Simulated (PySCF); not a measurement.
# Se³⁺ (selenium, charge +3) across methods

[Ar] 3d10 4s2 4p1, 2P determinant. All numbers are calculated (PySCF 2.14, no relativity, point nucleus, in dyall-av2z (16s12p8d, 92 functions)).

```json
{"method": "TPSS", "E (hartree)": "-2399.146", "mean ε 4s α (eV)": "-49.060", "mean ε 4s β (eV)": "-47.676", "mean ε 4p α (eV)": "-37.074", "Σ⟨r²⟩ (bohr²)": "18.78", "⟨S²⟩": "0.752"}
{"method": "HSE06", "E (hartree)": "-2398.917", "mean ε 4s α (eV)": "-50.240", "mean ε 4s β (eV)": "-48.769", "mean ε 4p α (eV)": "-37.939", "Σ⟨r²⟩ (bohr²)": "18.79", "⟨S²⟩": "0.752"}
{"method": "LDA", "E (hartree)": "-2395.789", "mean ε 4s α (eV)": "-49.252", "mean ε 4s β (eV)": "-48.243", "mean ε 4p α (eV)": "-36.898", "Σ⟨r²⟩ (bohr²)": "18.76", "⟨S²⟩": "0.751"}
{"method": "PBE0", "E (hartree)": "-2398.933", "mean ε 4s α (eV)": "-50.602", "mean ε 4s β (eV)": "-49.022", "mean ε 4p α (eV)": "-38.377", "Σ⟨r²⟩ (bohr²)": "18.80", "⟨S²⟩": "0.752"}
{"method": "UHF", "E (hartree)": "-2397.63014", "mean ε 4s α (eV)": "-54.692", "mean ε 4s β (eV)": "-51.546", "mean ε 4p α (eV)": "-42.099", "Σ⟨r²⟩ (bohr²)": "18.96", "⟨S²⟩": "0.758"}
{"method": "PBE", "E (hartree)": "-2398.864", "mean ε 4s α (eV)": "-48.932", "mean ε 4s β (eV)": "-47.794", "mean ε 4p α (eV)": "-36.884", "Σ⟨r²⟩ (bohr²)": "18.80", "⟨S²⟩": "0.751"}
{"method": "PW91", "E (hartree)": "-2399.366", "mean ε 4s α (eV)": "-49.058", "mean ε 4s β (eV)": "-47.922", "mean ε 4p α (eV)": "-36.970", "Σ⟨r²⟩ (bohr²)": "18.78", "⟨S²⟩": "0.751"}
{"method": "r2SCAN", "E (hartree)": "-2399.185", "mean ε 4s α (eV)": "-49.388", "mean ε 4s β (eV)": "-48.018", "mean ε 4p α (eV)": "-37.376", "Σ⟨r²⟩ (bohr²)": "18.77", "⟨S²⟩": "0.754"}
{"method": "r2SCAN0", "E (hartree)": "-2399.180", "mean ε 4s α (eV)": "-50.946", "mean ε 4s β (eV)": "-49.215", "mean ε 4p α (eV)": "-38.728", "Σ⟨r²⟩ (bohr²)": "18.78", "⟨S²⟩": "0.754"}
```
